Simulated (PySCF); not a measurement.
IK, triplet, at the geometry of the source list (a higher spin typed on purpose: for a closed-shell molecule this is an excited state) (core potentials on I), with bond 2-1 at 2.0 times its length; B3LYP/def2-SV(P) (PySCF).

Input for PySCF:
```python
from pyscf import gto, scf, dft

mol = gto.M(
    atom='''
K    -1.058900   -0.752200   -0.902200
I     3.176700    2.256600    2.706600
''',
    basis='def2-sv(p)',
    ecp={'I': 'def2-sv(p)'},
    charge=0,
    spin=2,
    verbose=4,
)

mf = dft.UKS(mol)
mf.xc = 'b3lyp'
mf.conv_tol = 1e-12
mf.kernel()
```

What the program printed (banner, timings and long lists left out):

```
PySCF version 2.14.0

[INPUT] verbose = 4
[INPUT] num. atoms = 2
[INPUT] num. electrons = 44
[INPUT] charge = 0
[INPUT] spin (= nelec alpha-beta = 2S) = 2
[INPUT] symmetry False subgroup None
[INPUT] Mole.unit = angstrom
[INPUT] Symbol           X                Y                Z      unit          X                Y                Z       unit  Magmom
[INPUT]  1 K     -1.058900000000  -0.752200000000  -0.902200000000 AA   -2.001030993302  -1.421451990898  -1.704910909583 Bohr   0.0
[INPUT]  2 I      3.176700000000   2.256600000000   2.706600000000 AA    6.003092979906   4.264355972694   5.114732728748 Bohr   0.0

nuclear repulsion = 39.7351199923864
number of shells = 20
number of NR pGTOs = 112
number of NR cGTOs = 50
basis = def2-sv(p)
ecp = {'I': 'def2-sv(p)'}

******** <class 'pyscf.dft.uks.UKS'> ********
method = UKS
initial guess = minao
damping factor = 0
level_shift factor = 0
DIIS = <class 'pyscf.scf.diis.CDIIS'>
diis_start_cycle = 1
diis_space = 8
diis_damp = 0
SCF conv_tol = 1e-12
SCF conv_tol_grad = None
SCF max_cycles = 50
direct_scf = True
direct_scf_tol = 1e-13
number electrons alpha = 23  beta = 21
XC library pyscf.dft.libxc version 7.1.2
    S. Lehtola, C. Steigemann, M. J. T. Oliveira, and M. A. L. Marques,  SoftwareX 7, 1–5 (2018)
XC functionals = b3lyp
    P. J. Stephens, F. J. Devlin, C. F. Chabalowski, and M. J. Frisch,  J. Phys. Chem. 98, 11623 (1994)
radial grids:
    Treutler-Ahlrichs [JCP 102, 346 (1995); DOI:10.1063/1.469408] (M4) radial grids

becke partition: Becke, JCP 88, 2547 (1988); DOI:10.1063/1.454033
pruning grids: <function nwchem_prune>
grids dens level: 3
symmetrized grids: False
atomic radii adjust function: <function treutler_atomic_radii_adjust>
small_rho_cutoff = 0
Set gradient conv threshold to 1e-06
tot grids = 42000
init E= -866.522123995059

cycle= 1 E= -894.046824153368  delta_E= -27.5  |g|=  2.1  |ddm|= 6.02
cycle= 2 E= -881.629669737127  delta_E= 12.4  |g|= 2.38  |ddm|= 6.81

cycle= 3 E= -895.636820591294  delta_E=  -14  |g|= 0.759  |ddm|= 11.6

cycle= 4 E= -892.354147342429  delta_E= 3.28  |g|= 1.04  |ddm|= 11.2

cycle= 5 E= -897.594845297205  delta_E= -5.24  |g|= 0.137  |ddm|= 3.99

cycle= 6 E= -897.612456569686  delta_E= -0.0176  |g|= 0.0559  |ddm|= 0.627

cycle= 7 E= -897.615026569113  delta_E= -0.00257  |g|= 0.0176  |ddm|= 0.165

cycle= 8 E= -897.615489948953  delta_E= -0.000463  |g|= 0.005  |ddm|= 0.114

cycle= 9 E= -897.615545569354  delta_E= -5.56e-05  |g|= 0.00136  |ddm|= 0.0543

cycle= 10 E= -897.61554797772  delta_E= -2.41e-06  |g|= 0.000192  |ddm|= 0.00919

cycle= 11 E= -897.615548068555  delta_E= -9.08e-08  |g|= 9.6e-05  |ddm|= 0.00173

cycle= 12 E= -897.615548078926  delta_E= -1.04e-08  |g|= 1.42e-05  |ddm|= 0.00089

cycle= 13 E= -897.615548079756  delta_E= -8.31e-10  |g|= 6.77e-06  |ddm|= 9.73e-05

cycle= 14 E= -897.61554808023  delta_E= -4.74e-10  |g|= 6.28e-06  |ddm|= 5.97e-05

cycle= 15 E= -897.61554808079  delta_E= -5.6e-10  |g|= 6.25e-06  |ddm|= 7.13e-05

cycle= 16 E= -897.615548080541  delta_E= 2.49e-10  |g|= 6.24e-06  |ddm|= 3.18e-05

cycle= 17 E= -897.615548080776  delta_E= -2.35e-10  |g|= 6.25e-06  |ddm|= 2.97e-05

cycle= 18 E= -897.61554808081  delta_E= -3.41e-11  |g|= 6.26e-06  |ddm|= 4.71e-06

cycle= 19 E= -897.615548080857  delta_E= -4.74e-11  |g|= 6.26e-06  |ddm|= 5.6e-06

cycle= 20 E= -897.615548080865  delta_E= -7.84e-12  |g|= 6.26e-06  |ddm|= 8.13e-07

cycle= 21 E= -897.615548080016  delta_E= 8.49e-10  |g|= 6.23e-06  |ddm|= 0.000107

cycle= 22 E= -897.615548078225  delta_E= 1.79e-09  |g|= 6.17e-06  |ddm|= 0.000229

cycle= 23 E= -897.615548059701  delta_E= 1.85e-08  |g|= 5.44e-06  |ddm|= 0.00256

cycle= 24 E= -897.615548010168  delta_E= 4.95e-08  |g|= 9.58e-06  |ddm|= 0.012

cycle= 25 E= -897.615548012561  delta_E= -2.39e-09  |g|= 8.59e-06  |ddm|= 0.00129

cycle= 26 E= -897.615548014369  delta_E= -1.81e-09  |g|= 6.23e-06  |ddm|= 0.000777

cycle= 27 E= -897.615548007378  delta_E= 6.99e-09  |g|= 3.12e-06  |ddm|= 0.00527

cycle= 28 E= -897.615548007342  delta_E= 3.62e-11  |g|= 8.45e-07  |ddm|= 0.000284

cycle= 29 E= -897.615548007334  delta_E= 7.73e-12  |g|= 7.96e-08  |ddm|= 0.000219

cycle= 30 E= -897.615548007335  delta_E= -6.82e-13  |g|= 3.56e-08  |ddm|= 1.2e-05

Extra cycle  E= -897.615548007335  delta_E= -4.55e-13  |g|= 2.33e-08  |ddm|= 1.95e-07
converged SCF energy = -897.615548007335  <S^2> = 2.0012583  2S+1 = 3.0008388
```
